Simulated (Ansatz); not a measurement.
Reaction (redistribution): `C[CH2][Mg][CH3]` + `[CH3][Sn-]1[O]C(C(F)(F)F)=CC(C(F)(F)F)=[O+]1` → `[CH3][Mg-]1[O]C(C(F)(F)F)=CC(C(F)(F)F)=[O+]1` + `C[CH2][Sn][CH3]`

Computed with Ansatz on PBE0-D4/def2-TZVP structures; ΔE is electronic, products minus reactants. CCSD(T)/CBS adds triple-zeta CCSD(T) − MP2 to the extrapolated MP2 energy (def2 sets, frozen cores). Functionals use def2-TZVPP. B3LYP here is the variant with VWN-RPA as its local correlation; programs differ in this. def2 core potentials past Kr. For Mg, Sn outer-core shells are correlated without core-valence functions, which leaves a few kJ/mol of doubt a bond. One conformer a species, not always the lowest.

(1) Is it downhill or uphill in electronic energy at CCSD(T)/CBS, and by how much? (Best estimate.)

(2) What do these levels give: BLYP-D4, r2SCAN-D4, PBE0-D4, ωB97X-V, BLYP, B3LYP? (Estimate.)

Largest T1 diagnostic among the species: 0.016.

## Answers

(1) The calculation gave: Downhill: ΔE = -1.10 eV.

(2) Ansatz gave: BLYP-D4 -0.95, r2SCAN-D4 -1.09, PBE0-D4 -1.09, ωB97X-V -1.08, BLYP -0.99, B3LYP -1.09 eV.

Leaving LDA and LC-ωPBE aside and taking each functional with its dispersion term where it has one, the values, not all of them listed here, spread over 0.22 eV, from r2SCAN0-D4 to BLYP-D4. In def2-TZVPP, CCSD(T) changes the Hartree–Fock value by +0.19 eV (the triples alone add +0.06 eV) and MP2 by +0.21 eV. The D4 term adds +0.04 eV with B3LYP and +0.03 eV with PBE0; it sums over pairs of atoms, weighted by their polarisabilities, and B3LYP, whose exchange is more repulsive, gets the larger term.
